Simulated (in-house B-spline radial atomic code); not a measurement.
N IV (N3+): 2s2 2p2 (with a hole in an inner shell)

Computed with a radial B-spline atomic code at the basis-set limit: Dirac-Hartree-Fock, average of configuration, Fermi nucleus of rms radius 2.5582 fm.

Effective charges: Z_r = [3n² - l(l+1)]/(2<r>) from the radius, Z_e = n√(-2ε) from the energy, and Slater's rules. Values are occupation-weighted means over j.

| shell | electrons | ε (eV) | <r> (bohr) | Z_r | Z_e | Slater |
| --- | --- | --- | --- | --- | --- | --- |
| 2s | 2 | -90.157 | 0.9789 | 6.13 | 5.15 | 5.95 |
| 2p | 2 | -86.454 | 0.8382 | 5.97 | 5.04 | 5.95 |

The least bound orbital is 2p3/2 at -86.43 eV, while the most diffuse is 2s1/2 (<r> = 0.9789 bohr against 0.8385 bohr): energy order and size order differ.

Spin-orbit splittings of the orbital energies (j = l + 1/2 above j = l - 1/2 when positive): 2p 0.07823 eV.
